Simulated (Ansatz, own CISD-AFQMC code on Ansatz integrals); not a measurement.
C3H2, SMILES `[C]1C=C1` (charge 0, multiplicity 1).

Cartesian coordinates (Å):
```xyz
5

C     -0.0205     1.2133     0.0652
C     -0.6177    -0.0440    -0.1699
C      0.6188    -0.0250     0.2901
H     -1.4856    -0.5952    -0.4984
H      1.5050    -0.5491     0.6143
```
Charge 0, multiplicity 1.

Frozen-core correlation energies in cc-pVTZ at a geometry from PBE0-D3(BJ)/def2-TZVP, on an HF energy of -114.66205 Ha (<S^2> = 0.00). Wave-function levels are from Ansatz, the walk from an own CISD-AFQMC code on Ansatz integrals (time step 0.005/Ha, trial state from CCSD amplitudes, largest double 0.07).

| level | correlation energy (mHa) |
|---|---|
| MP2 | -430.5 |
| CCSD | -449.2 |
| CCSD(T) | -472.4 |

Q: What correlation energy does phaseless AFQMC give, and where does it lie among these levels?

A: -473.6 ± 0.4 mHa (one standard error). AFQMC minus each level: MP2 -43.1 mHa, CCSD -24.4 mHa, CCSD(T) -1.1 mHa.
